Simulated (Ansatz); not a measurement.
Cartesian coordinates (Å):
```xyz
3

F      1.3972    -0.2497     0.0000
Al    -0.0359     0.5796     0.0000
H     -1.3613    -0.3299     0.0000
```
Charge 0, spin multiplicity 2.

These are frozen-core CCSD(T)/cc-pVTZ // PBE0-D3(BJ)/def2-TZVP run with Ansatz (a program for electronic structure) values and carry that method's errors.

- HF energy = -342.02226 Ha
- MP2 correlation energy = -0.31396 Ha

### Question
Estimate the CCSD correlation energy, the (T) correction, the total energy and the T1 diagnostic.

### Answer

The CCSD correlation energy is -0.32292 Ha, the (T) correction comes out as -0.00895 Ha and the CCSD(T) total energy is -342.35413 Ha. The T1 diagnostic is 0.016.
